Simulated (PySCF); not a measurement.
AlBr3, SMILES [Br][Al]([Br])[Br]. Atoms are numbered in the order given.

```xyz
4

Al     0.0000     0.0000     0.0000
Br    -2.2416     0.0000     0.0000
Br     1.1208     1.9413     0.0000
Br     1.1208    -1.9413     0.0000
```
Charge 0, spin multiplicity 1.

Coordinates come from a B3LYP-D3(BJ)/def2-SVP optimisation. The isomer is the one that the SMILES or the coordinates give; other isomers of the formula were not compared.

Method: PySCF 2.14.0 with C-PCM-M06-2X/def2-SVP.

The values are the electrostatic part of the solvation free energy, E(continuum) − E(gas) at the gas-phase geometry, in a cavity of scaled van der Waals radii (PySCF's table); cavitation and dispersion terms are not included. A continuum can't describe solvent molecules that bind to the metal. In vacuum the orbital gap is 8.85 eV. The dipole moment in vacuum is 0.00 D.

```json
[
 {"solvent": "water", "ε": "78.36", "ΔG(elec) (kcal/mol)": "-5.1", "dipole (D)": "0.00", "gap (eV)": "9.18"},
 {"solvent": "2-propanol", "ε": "19.26", "ΔG(elec) (kcal/mol)": "-4.8", "dipole (D)": "0.00", "gap (eV)": "9.17"},
 {"solvent": "diethylether", "ε": "4.24", "ΔG(elec) (kcal/mol)": "-3.8", "dipole (D)": "0.00", "gap (eV)": "9.12"}
]
```
